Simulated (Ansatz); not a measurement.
`C=N[SiH2][SbH2]`. Total charge 0; spin multiplicity 1. Sb: def2 effective core potential. Geometry: relaxed with PBE0-D4/def2-TZVP. It is one conformer, not always the lowest.

```xyz
10

C    -0.842    1.509    0.191
N    -1.196    0.410    0.686
Si   -0.379   -1.121    0.522
Sb    1.788   -1.178   -0.888
H    -1.442    2.409    0.367
H     0.058    1.646   -0.429
H    -1.350   -2.068   -0.085
H    -0.052   -1.588    1.894
H     2.366    0.241   -0.129
H     1.050   -0.260   -2.128
```

Task: What is the dipole moment at PBE/def2-TZVPP? (Best estimate.)

Result: Computed: 1.01 D, with components (0.48, 0.74, -0.49) D in this frame, pointing from negative to positive charge.

Task: And with r2SCAN, B3LYP, ωB97M-V? (Estimate.)

Result: Ansatz gave: r2SCAN 1.08 D, B3LYP 1.08 D, ωB97M-V 1.15 D.

Task: Give the Mulliken charges with PBE, B3LYP, ωB97M-V in def2-TZVPP. (Estimate.)

Result: The calculation gave: 
| atom | PBE | B3LYP | ωB97M-V |
| --- | --- | --- | --- |
| C1 | -0.05 | -0.06 | -0.05 |
| N2 | -0.20 | -0.26 | -0.28 |
| Si3 | 0.20 | 0.28 | 0.23 |
| Sb4 | 0.16 | 0.19 | 0.08 |
| H5 | 0.10 | 0.11 | 0.11 |
| H6 | 0.06 | 0.08 | 0.08 |
| H7 | -0.05 | -0.07 | -0.02 |
| H8 | -0.05 | -0.07 | -0.02 |
| H9 | -0.08 | -0.10 | -0.07 |
| H10 | -0.08 | -0.10 | -0.07 |

B3LYP here is the variant with VWN-RPA as its local correlation; programs differ in this.
